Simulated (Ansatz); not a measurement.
Isomers of Si₃O₄⁻ (doublet), relaxed with r2SCAN-D4/def2-SVPD; total energies from Ansatz at PBE-QIDH/def2-TZVPD.

```json
{"isomer": "A", "description": "point group Cs; 6 × O–Si 1.54 to 1.80 Å; 1 × Si–Si 2.37 Å", "energy (Eh)": "-1168.82149"}
{"isomer": "B", "description": "point group C2; 6 × O–Si 1.56 to 1.72 Å; 1 × Si–Si 2.35 Å", "energy (Eh)": "-1168.81330"}
{"isomer": "C", "description": "point group C2v; 7 × O–Si 1.55 to 1.77 Å", "energy (Eh)": "-1168.83655"}
{"isomer": "D", "description": "point group not assigned; 7 × O–Si 1.54 to 1.83 Å; 1 × Si–Si 2.50 Å", "energy (Eh)": "-1168.81122"}
```

Correlated methods freeze 19 core orbitals.

The isomers come from a short search, and lower ones may exist.

Question: Work out the relative energies (1 Eh = 2625.5 kJ/mol) and the Boltzmann populations at 1200 K from electronic energies alone (R = 8.314 J/mol/K).

Answer: ΔE: A 39.5, B 61.0, C 0.0, D 66.5 kJ/mol. RT = 9.98 kJ/mol. Factors exp(−ΔE/RT): A 0.0191, B 0.00222, C 1, D 0.00128; sum 1.023. Populations: A 1.9 %, B 0.2 %, C 97.8 %, D 0.1 %. Zero-point energy, vibrational entropy and symmetry numbers are left out and can shift these; an error of 4 kJ/mol changes a ratio by a factor of 1.5. Over the other density-functional and correlated levels in def2 sets, the gap between C and A ranges from 20 to 53 kJ/mol.
